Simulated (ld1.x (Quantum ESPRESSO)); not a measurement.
# PBE ultrasoft dataset for Re (Z = 75), scalar-relativistic all-electron reference.

- Element: rhenium (Re)
- Generator: ld1.x (Quantum ESPRESSO) 7.5
- Type: ultrasoft
- Functional: PBE
- Relativity: scalar-relativistic
- Frozen core: [Kr] 4d10 4f14 5s2
- Valence charge: 13
- Reference configuration: 5p6 5d5 6s2 6p0
- Partial waves: 6s (bound): rcut 1.90, rcutus 2.25 bohr; 6s channel at 2.6 Ry: rcut 1.90, rcutus 2.25 bohr; 5p (bound): rcut 2.25, rcutus 2.55 bohr; 6p (bound, empty): rcut 2.25, rcutus 2.55 bohr; 5d (bound): rcut 1.55, rcutus 1.70 bohr; 5d channel at -0.05 Ry: rcut 1.55, rcutus 1.70 bohr
- Local potential: all-electron potential smoothed inside 1.80 bohr (lloc = -1)
- Core correction: none
- Augmentation charge: PSQ, inside the norm-conserving radii

All-electron outer shells of the reference configuration (PBE, scalar-relativistic, ld1.x):

```
shell  level (eV)  outermost node (bohr)  outermost maximum (bohr)
   5s      -85.25                   0.52                      0.93
   5p      -47.01                   0.56                      1.06
   4f      -42.31                      –                      0.41
   6s       -5.94                   1.24                      2.57
   5d       -5.37                   0.62                      1.41
   6p       -1.32                   1.48                      3.65
```

Question: Does the generator finish with these settings?

Answer: No. ld1.x (Quantum ESPRESSO) 7.5 stopped with "chargeps: negative rho": the pseudo-density turned negative during the self-consistent test, most likely because a state had been found with a wrong node count and its wave set to zero before. Before that it printed "Warning: n=1, l=0 expected 0 nodes, found 1".
